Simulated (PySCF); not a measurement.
**Atomic charges by several schemes**

(H2B-mu-SH)3.
Geometry (PBE0-D3(BJ)/def2-SVP, Å), atoms numbered from 1 in this order:
```xyz
15
B3H9S3 angstrom
B      0.4259   -1.3217    1.0174
H      0.8051   -1.8744    2.0270
H      0.1452   -2.0118    0.0646
S     -1.0860   -0.1885    1.5038
B     -1.7879    0.4911   -0.1861
H     -1.9737   -0.4206   -0.9597
H     -2.7408    1.1964    0.0639
S     -0.4510    1.6013   -1.0202
B      1.2328    0.6849   -1.2116
H      1.0176   -0.2281   -1.9758
H      2.0538    1.5056   -1.5589
S      1.7762   -0.0023    0.5316
H     -1.9909   -1.1713    1.7016
H     -0.1870    2.5285   -0.0690
H      2.7279   -0.8653    0.1154
```

Density: PBE0/pcSseg-1 (PySCF); schemes: Mulliken, IAO, Hirshfeld and ESP-fitted. One conformer (not necessarily the lowest) at the PBE0-D3(BJ)/def2-SVP geometry, without solvent, vibrations or thermal averaging.

Q: Atoms with like bonding are taken together and averaged. Do the Mulliken, IAO, Hirshfeld and ESP-fitted schemes agree on where the charge is highest?

A: The schemes don't all agree: Mulliken H13/H14/H15 (+0.188); IAO S4/S8/S12 (+0.260); Hirshfeld S4/S8/S12 (+0.119); ESP-fitted H13/H14/H15 (+0.242).

Q: For which atoms does the sign change between the 4 schemes (beyond +0.03 e in one, beyond −0.03 e in another)?

A: B1/B5/B9, H2 (×6) and S4/S8/S12. Atomic charges aren't observables, and each scheme defines them in its own way.

Q: Which atoms carry the lowest charge in the Mulliken, IAO, Hirshfeld and ESP-fitted schemes?

A: The schemes don't all agree: Mulliken B1/B5/B9 (-0.222); IAO B1/B5/B9 (-0.421); Hirshfeld H2 (×6) (-0.076); ESP-fitted S4/S8/S12 (-0.195).

Q: Give the atomic charges in each scheme.

A: In e; atoms taken as equivalent share a row and are averaged (×n: the atom named and its like, n in all):

| atom | environment | Mulliken | IAO | Hirshfeld | ESP-fitted |
| --- | --- | --- | --- | --- | --- |
| B1/B5/B9 | boron bonded to 2 S and 2 H | -0.222 | -0.421 | -0.056 | +0.132 |
| H2 (×6) | hydrogen on B1 | +0.078 | +0.022 | -0.076 | -0.089 |
| S4/S8/S12 | sulfur bonded to 2 B and H | -0.123 | +0.260 | +0.119 | -0.195 |
| H13/H14/H15 | hydrogen on S4 | +0.188 | +0.117 | +0.089 | +0.242 |

Mean size of the charges over all atoms: IAO 0.168 e, ESP-fitted 0.149 e, Mulliken 0.138 e, Hirshfeld 0.083 e. Each set sums to the total charge, 0, to within 0.001 e. The ESP scheme is a least-squares fit of atom-centred charges to the potential on four shells outside the van der Waals surface, with the total charge fixed. The IAO scheme counts the electrons in orthogonalised intrinsic atomic orbitals, a minimal basis polarised so that it spans the occupied orbitals exactly.

Some averages cover members that differ in this geometry: S4/S8/S12, IAO +0.234 to +0.311; B1/B5/B9, ESP-fitted +0.086 to +0.158; H2 (×6), ESP-fitted -0.115 to -0.062; H13/H14/H15, IAO +0.094 to +0.129 e.

Q: Sum the charges by element.

A: 
```csv
element,atoms,Mulliken,IAO,Hirshfeld,ESP-fitted
B,3,-0.665,-1.262,-0.168,+0.395
H,9,+1.035,+0.482,-0.188,+0.189
S,3,-0.370,+0.780,+0.357,-0.584
```

Q: How many electrons does the Hirshfeld scheme count on B5?

A: Its own charge is -0.057 e, so Z − q = 5.057.
